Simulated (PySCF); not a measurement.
Positional isomers: benzothiophene cyano+boryl. Isolated molecules, 0 K electronic values unless said otherwise. One relaxed conformer stands for each flexible species; it need not be the lowest. Strings in code marks are SMILES.

Calculation: r2SCAN-D4/def2-TZVP // r2SCAN-D4/def2-SVP (PySCF 2.14.0). Excitations are Tamm–Dancoff values on a coarser integration grid. The basis has no diffuse functions, so Rydberg states are missing or too high.

| species | S1 excitation (TDA) (eV) | HOMO (eV) |
|---|---|---|
| `c1c2c(c(c(c1)C#N)B)ccs2` | 3.30 | ? |
| `Bc1c(C#N)sc2ccccc12` | 3.38 | ? |
| `c1(ccc2c(c1)sc(B)c2)C#N` | 3.43 | -6.41 |
| `Bc1cc2cccc(C#N)c2s1` | 3.44 | -6.37 |

What belongs in the gaps?


- `c1c2c(c(c(c1)C#N)B)ccs2`, HOMO (eV): -6.39
- `Bc1c(C#N)sc2ccccc12`, HOMO (eV): -6.47
